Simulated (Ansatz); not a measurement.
```yaml
crystal:
  periodic: [false, false, false]
  atoms:
    - {symbol: Zr, position_ang: [0.292614, -0.344094, -0.045333]}
    - {symbol: F, position_ang: [-0.005817, -0.080850, 1.951912]}
    - {symbol: Cl, position_ang: [2.183391, -0.080004, -0.914101]}
    - {symbol: Cl, position_ang: [-1.141713, 1.918040, -0.392689]}
    - {symbol: Cl, position_ang: [-1.057800, -1.937350, -0.830244]}
basis:
  gaussian: {orbitals: def2-mTZVPP, nuclear_model: gaussian}
hamiltonian: {xc: {name: wPBEh}}
scf: {omitted_lower_state_checks: [starts]}
output: {forces: true}
```

```sh
$ ansatz run in.yaml --threads 4 --pin off --events-out ev --progress --plain --max-ram 3916MiB
```

Output, abridged:

```
Functional definition: wPBEh
1321 factors; integrals over basis functions are off by at most 2.1e-4 eV
81 factors; integrals over basis functions are off by at most 2.5e-6 eV
mean field evaluation 1: about -41556.7054 eV, gradient 4.6e1 eV
mean field evaluation 2: about -41476.8219 eV, gradient 2.2e2 eV
mean field evaluation 4: about -41560.5796 eV, gradient 7.6e0 eV
mean field evaluation 8: about -41560.7226 eV, gradient 1.0e0 eV
mean field evaluation 16: about -41560.7249 eV, gradient 7.7e-4 eV
mean field -41560.72494299 eV, -1527.3284707839 hartree, gradient 6.3e-5 eV, S^2 0.000000; 0 other end points of the search recorded, 0 dependent functions left out
reference -41560.72500222 eV, -1527.3284729605 hartree; 36, 36 occupied and 102, 102 virtual orbitals, 1321 factors
Total energy: -41560.72500222 eV, -1527.3284729605 hartree
Atom 0 at     0.292614    -0.344094    -0.045333 Å, force    -7.218998     3.964114     5.813743 eV/Å
Atom 1 at    -0.005817    -0.080850     1.951912 Å, force     0.922921    -0.800736    -2.376510 eV/Å
Atom 2 at     2.183391    -0.080004    -0.914101 Å, force     5.698711     0.562960    -2.555464 eV/Å
Atom 3 at    -1.141713     1.918040    -0.392689 Å, force     1.483193    -2.132667    -0.052154 eV/Å
Atom 4 at    -1.057800    -1.937350    -0.830244 Å, force    -0.885827    -1.593672    -0.829615 eV/Å
Dipole moment:     0.682052    -0.694064    -0.309590 e Å
Checks for a lower state left out: starts
```

It took 2.9 s on 4 threads of Arm Neoverse V2 on a shared host.

In the def2 sets Zr takes a core potential; there is no spin–orbit coupling.
